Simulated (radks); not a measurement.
Q: Radial electron density D(r) = 4 pi r^2 rho(r) of an atom or ion with 2 electrons. Calculated with a radial shooting solver on a logarithmic mesh with Libxc functionals: scalar-relativistic Kohn-Sham, AM05, spin-polarised, spherical densities, finite nucleus; Fermi nuclear charge, rms radius of each element as measured or else 0.836 A^(1/3) + 0.57 fm.

r (bohr),D(r) (e/bohr)
0.01679,0.3548
0.01804,0.4036
0.01954,0.4651
0.021,0.5278
0.02275,0.6065
0.02465,0.6957
0.02649,0.7858
0.02869,0.8981
0.03108,1.024
0.0334,1.150
0.03618,1.306
0.03889,1.460
0.04212,1.648
0.04563,1.855
0.04904,2.057
0.05312,2.299
0.05709,2.533
0.06185,2.810
0.067,3.102
0.072,3.376
0.07799,3.691
0.08449,4.012
0.0908,4.302
0.09836,4.620
0.1057,4.896
0.1145,5.184
0.124,5.443
0.1333,5.645
0.1444,5.824
0.1564,5.948
0.1681,6.005
0.1821,6.001
0.1957,5.933
0.212,5.782
0.2297,5.552
0.2468,5.281
0.2674,4.916
0.2873,4.537
0.3113,4.074
0.3372,3.581
0.3624,3.128
0.3925,2.628
0.4252,2.151
0.457,1.753
0.495,1.357
0.532,1.047
0.5763,0.7593
0.6243,0.5299
0.6709,0.3701
0.7268,0.2381
0.7873,0.1460
0.8461,0.08996
0.9166,0.04980
0.985,0.02778
1.067,0.01366

What is the nuclear charge?

A: Z = 6. The innermost maximum, from 1s, lies near gamma/Z bohr with gamma = sqrt(1 - (Z/c)^2) = 0.999, here 0.167 bohr (found: 0.174), and its height grows with Z. The density is that of the carbon ion C4+ in [He]; the configuration itself is not fixed sharply by these data. D(r) has 1 maximum, at r = 0.174 bohr.
